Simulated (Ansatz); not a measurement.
One change: `[F][GaH][O][SiH3]` becomes `[SiH3][O][GaH][Br]`.

Ansatz, PBE0-D4/def2-TZVP geometries, multiplicity 1. Each molecule was computed in one conformer, which needn't be the lowest.

Scalar relativity is left out up to krypton.

| property | `[F][GaH][O][SiH3]` |
| --- | --- |
| size of the dipole moment (PBE/def2-TZVPP) / D | 1.77 |
| HOMO energy (B3LYP/def2-TZVPP) / eV | -8.61 |
| HOMO–LUMO gap (ωB97M-V/def2-TZVPP) / eV | 11.61 |
| ideal-gas entropy at 298 K and 1 bar (rigid rotor, harmonic PBE0-D4/def2-TZVP) / J/(mol·K) | 360 |
| HOMO–LUMO gap (PBE0/def2-TZVPP) / eV | 7.64 |
| LUMO energy (PBE/def2-TZVPP) / eV | -1.98 |

(1) Give the same properties after the change, and the shifts. (Best estimate.)

Answers

(1) Ansatz gave: 
```tsv
property	`[SiH3][O][GaH][Br]`	shift
size of the dipole moment (PBE/def2-TZVPP) / D	1.26	-0.51
HOMO energy (B3LYP/def2-TZVPP) / eV	-8.30	0.31
HOMO–LUMO gap (ωB97M-V/def2-TZVPP) / eV	11.05	-0.56
ideal-gas entropy at 298 K and 1 bar (rigid rotor, harmonic PBE0-D4/def2-TZVP) / J/(mol·K)	381	21
HOMO–LUMO gap (PBE0/def2-TZVPP) / eV	7.11	-0.53
LUMO energy (PBE/def2-TZVPP) / eV	-2.24	-0.26
```

With PBE0 the HOMO rises by 0.24 eV and the LUMO falls by 0.29 eV, so the gap narrows by about 0.53 eV. PBE moves the HOMO by 0.15 eV and ωB97M-V by 0.30 eV. Dipoles are sizes alone; their direction can turn. Modes under 60 cm⁻¹, often nearly free rotors, make the harmonic entropy too high.

B3LYP here is the variant with VWN-RPA as its local correlation; programs differ in this.

Spin–orbit coupling is left out; it splits and shifts lone-pair levels of the heavy atoms by tenths of an eV.
